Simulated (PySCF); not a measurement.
H4Ti, SMILES [TiH4-], charge -1, multiplicity 2. Coordinates come from a PBE-D3(BJ)/def2-TZVPD optimisation. The spin state was assumed, not searched.

All values below come from PBE-D3(BJ)/def2-TZVPD in PySCF 2.14.0.

Harmonic wavenumbers (cm⁻¹): 234, 455, 472, 472, 532, 1376, 1376, 1386, 1491. Rotational constants (GHz): 61.65, 55.59, 55.59; symmetry number 4.

Work out the zero-point energy and the ideal-gas rigid-rotor harmonic-oscillator thermochemistry at 298.15 K and 1 atm.

ZPE = ½ Σ hcν = ½ × 7794 cm⁻¹ = 46.62 kJ/mol. H − E(el) = 60.45 kJ/mol. Entropy in J/(mol K): translation 158.00, rotation 64.09, vibration 19.87, spin 5.76, total 247.72. G − E(el) = -13.41 kJ/mol. Cp = 64.05 J/(mol K).
